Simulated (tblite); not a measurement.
C6H14BOP.
Atom-mapped SMILES: `[BH3-:1][P+:2]1([CH3:3])[CH2:4][CH2:5][C:6](=[O:7])[CH2:8][CH2:9]1` (hydrogens: H10, H11, H12 on B1; H13, H14, H15 on C3; H16, H17 on C4; H18, H19 on C5; H20, H21 on C8; H22, H23 on C9)
Bond orders are those of one Lewis drawing.

Computed with GFN2-xTB (tblite), gas phase: L-BFGS steps from a force-field or distance-geometry start until the largest atomic force falls under 0.01 eV/Å.

Step 94: E = -756.7449 eV
```
atom  x, y, z in Å  |  force x, y, z in eV/Å
B1     -2.2490    1.6936    0.0652   -0.009   0.010   0.013
P2     -0.8663    0.3702   -0.0203    0.014  -0.014  -0.017
C3     -1.4534   -1.3079   -0.4806   -0.001  -0.005  -0.005
C4      0.1283    0.0907    1.5063    0.000  -0.008   0.003
C5      1.3235   -0.8499    1.3304    0.019  -0.001   0.001
C6      2.2666   -0.3622    0.2527   -0.030   0.000  -0.040
O7      3.4127   -0.0739    0.4802    0.013   0.015   0.000
C8      1.6681   -0.2770   -1.1349   -0.018   0.013  -0.035
C9      0.5004    0.7103   -1.2074    0.000   0.015  -0.008
H10    -2.9890    1.2961    0.9089   -0.030  -0.002   0.042
H11    -2.7387    1.6902   -1.0221    0.032   0.006  -0.008
H12    -1.7066    2.7145    0.3480    0.003   0.002  -0.006
H13    -2.1654   -1.6327    0.2770   -0.006   0.012  -0.015
H14    -1.9792   -1.2192   -1.4302   -0.009  -0.019   0.010
H15    -0.6624   -2.0488   -0.5724    0.014   0.018   0.003
H16     0.4777    1.0756    1.8306   -0.016  -0.005   0.003
H17    -0.5391   -0.2907    2.2838   -0.009   0.007   0.002
H18     0.9825   -1.8549    1.0737   -0.026   0.010  -0.031
H19     1.8809   -0.9137    2.2674    0.001   0.012   0.032
H20     2.4504    0.0358   -1.8306    0.018  -0.011   0.004
H21     1.3226   -1.2695   -1.4323    0.036  -0.025   0.019
H22     0.8473    1.7253   -0.9920    0.019  -0.011   0.022
H23     0.0832    0.7248   -2.2184   -0.015  -0.018   0.012
```

Step 95: E = -756.7453 eV
```
atom  x, y, z in Å  |  force x, y, z in eV/Å
B1     -2.2473    1.6950    0.0669   -0.001   0.010   0.018
P2     -0.8673    0.3676   -0.0209    0.022   0.012  -0.005
C3     -1.4540   -1.3102   -0.4821   -0.001   0.016  -0.006
C4      0.1279    0.0886    1.5059    0.000  -0.015   0.007
C5      1.3253   -0.8496    1.3315    0.029   0.003  -0.015
C6      2.2668   -0.3593    0.2535   -0.026   0.021  -0.049
O7      3.4109   -0.0625    0.4803    0.003   0.006   0.003
C8      1.6673   -0.2787   -1.1343   -0.024   0.012  -0.040
C9      0.4992    0.7088   -1.2083    0.001   0.007  -0.003
H10    -2.9913    1.2989    0.9081   -0.024  -0.004   0.033
H11    -2.7326    1.6986   -1.0218    0.021  -0.002  -0.014
H12    -1.7024    2.7138    0.3529    0.008  -0.002   0.000
H13    -2.1691   -1.6329    0.2728   -0.006  -0.001   0.001
H14    -1.9786   -1.2201   -1.4320   -0.006  -0.023  -0.005
H15    -0.6626   -2.0507   -0.5721    0.009   0.010   0.003
H16     0.4746    1.0739    1.8320   -0.015  -0.003  -0.002
H17    -0.5390   -0.2949    2.2827   -0.016   0.005   0.005
H18     0.9864   -1.8553    1.0729   -0.019   0.017  -0.014
H19     1.8834   -0.9103    2.2688   -0.012   0.001   0.020
H20     2.4477    0.0321   -1.8331    0.020  -0.012   0.014
H21     1.3219   -1.2723   -1.4277    0.033  -0.023   0.016
H22     0.8464    1.7241   -0.9935    0.013  -0.019   0.020
H23     0.0815    0.7222   -2.2194   -0.008  -0.017   0.018
```

**Question.** Estimate the geometry and energy of step 96. (The exact step hangs on the optimiser's Hessian estimate; all steps are aligned on step 95, rigid shifts and turns removed.)

**Answer.** E = -756.7458 eV, largest force 0.052 eV/Å
```
atom  x, y, z in Å  |  force x, y, z in eV/Å
B1     -2.2455    1.6966    0.0690    0.000   0.006   0.020
P2     -0.8679    0.3650   -0.0216    0.019   0.034   0.010
C3     -1.4545   -1.3126   -0.4837   -0.003   0.032  -0.007
C4      0.1275    0.0862    1.5054   -0.002  -0.014   0.008
C5      1.3274   -0.8494    1.3323    0.022   0.008  -0.024
C6      2.2663   -0.3557    0.2532   -0.013   0.035  -0.036
O7      3.4083   -0.0502    0.4802   -0.006   0.000  -0.003
C8      1.6658   -0.2803   -1.1345   -0.015   0.002  -0.030
C9      0.4980    0.7075   -1.2092    0.003  -0.005   0.000
H10    -2.9940    1.3011    0.9074   -0.011   0.000   0.014
H11    -2.7255    1.7075   -1.0222    0.012  -0.009  -0.011
H12    -1.6975    2.7130    0.3588    0.011  -0.009   0.005
H13    -2.1725   -1.6331    0.2688   -0.005  -0.012   0.015
H14    -1.9778   -1.2219   -1.4339   -0.004  -0.023  -0.021
H15    -0.6629   -2.0527   -0.5720    0.005   0.003   0.005
H16     0.4714    1.0719    1.8325   -0.012   0.002  -0.004
H17    -0.5389   -0.2987    2.2818   -0.019   0.001   0.005
H18     0.9896   -1.8552    1.0722   -0.008   0.019   0.001
H19     1.8854   -0.9068    2.2705   -0.021  -0.008  -0.001
H20     2.4452    0.0279   -1.8356    0.021  -0.009   0.017
H21     1.3213   -1.2758   -1.4226    0.025  -0.018   0.008
H22     0.8461    1.7225   -0.9939    0.007  -0.022   0.014
H23     0.0798    0.7196   -2.2199   -0.005  -0.010   0.017
```

The energy changes by -0.0005 eV. The first-order estimate −F·Δx gives -0.0007 eV and the mean of the old and new forces, exact on a quadratic surface, -0.0005 eV. The step makes an angle of 78° with the force vector and moves no atom by more than 0.013 Å.

The cost below is that of the whole relaxation. Hardware: one thread of an Arm Neoverse V1, shared host. Cost: 1.1 s.
